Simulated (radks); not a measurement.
Task: Excited configurations of Sn: one electron is placed in a higher orbital outside [Kr] 4d10 5s2 5p1. The ground configuration is [Kr] 4d10 5s2 5p2. Method: scalar-relativistic Kohn-Sham, PBE, spin-polarised, spherical densities, finite nucleus; open shells are filled with parallel spins first (spin-orbit coupling, left out, can overturn this in heavy ions); Fermi nuclear charge, rms radius 4.6519 fm; computed with a radial shooting solver on a logarithmic mesh with Libxc functionals. Excitation = E - E(ground); binding = E(ion) - E, where the ion is the core of charge +1; n* = 1/sqrt(2 binding) in atomic units, and the quantum defect is n - n*.

| outer orbital | excitation (eV) | binding (eV) | n* | quantum defect | eigenvalue (eV) | <r> (bohr) |
|---|---|---|---|---|---|---|
| 4f | 6.337 | 0.972 | 3.742 | 0.258 | -0.476 | 16.47 |
| 5d | 5.366 | 1.943 | 2.646 | 2.354 | -0.738 | 8.077 |
| 5f | 6.625 | 0.684 | 4.460 | 0.540 | -0.405 | 27.79 |
| 6s | 4.125 | 3.184 | 2.067 | 3.933 | -1.887 | 6.948 |
| 6p | 5.105 | 2.204 | 2.484 | 3.516 | -1.267 | 9.199 |
| 6d | 6.082 | 1.227 | 3.331 | 2.669 | -0.691 | 15.73 |
| 6f | 6.806 | 0.503 | 5.200 | 0.800 | -0.321 | 41.48 |
| 7p | 6.063 | 1.246 | 3.304 | 3.696 | -0.766 | 17.52 |

Estimate the row for 7d.

Result: excitation (eV) 6.512; binding (eV) 0.797; n* 4.131; quantum defect 2.869; eigenvalue (eV) -0.503; <r> (bohr) 26.29. The Delta-SCF ionisation energy is 7.309 eV (NIST Atomic Spectra Database: 7.344 eV, measured). Self-interaction in the functional shifts the binding energies and quantum defects, so they are the method's values and not measured ones. Open shells are spherical and high-spin; term and fine-structure splittings are not resolved. Spin-orbit splitting is averaged out at the scalar-relativistic level.
